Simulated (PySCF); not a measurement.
H4BrF3Si3, SMILES F[Si]([SiH2][SiH2]Br)(F)F at its GFN2-xTB optimised geometry (Å):

```
11

F      1.5824     0.4270     0.0000
Si    -0.0126     0.4270     0.0000
F     -0.3597    -0.0097     1.4860
F     -0.3554     1.9777     0.0000
Si    -0.8669    -0.8132    -1.7024
Si     0.8127    -1.5054    -3.1569
Br    -0.1191    -2.8016    -4.7144
H     -1.5824    -1.9777    -1.1552
H     -1.8760    -0.0248    -2.4290
H      1.4547    -0.4608    -3.9516
H      1.8480    -2.3705    -2.5970
```

Calculation: PySCF with B3LYP/def2-TZVP.

Map of the electron localisation function on the plane z = 0.6 Å:

```
|00000000000000000000000000000|
|00000000000000000000000000000|
|00000000000000000000000000000|
|00000000001222211000000000000|
|00000000013456542100000000000|
|00000000135788864100000000000|
|00000000146899974100000000000|
|00000000247999974000000000000|
|00000000136899872000111000000|
|00000000013577741013443100000|
|00000000001233211147765210000|
|00000000000110001479986410000|
|00000000001220001589997410000|
|00000000012441001589997410000|
|00000000012564211378986410000|
|00000000002456531147765210000|
|00000000001234421024443100000|
|00000000000112110001221000000|
|00000000000000000000000000000|
|00000000000000000000000000000|
|00000000000000000000000000000|
|00000000000000000000000000000|
|00000000000000000000000000000|
|00000000000000000000000000000|
|00000000000000000000000000000|
|00000000000000000000000000000|
|00000000000000000000000000000|
|00000000000000000000000000000|
|00000000000000000000000000000|
```
Scale: ten equal steps from 0.000 (start of '0') to 0.847 (end of '9'), in the order '0123456789'; x runs from -4.00 to 4.00, y from -4.00 (bottom) to 4.00 (top).
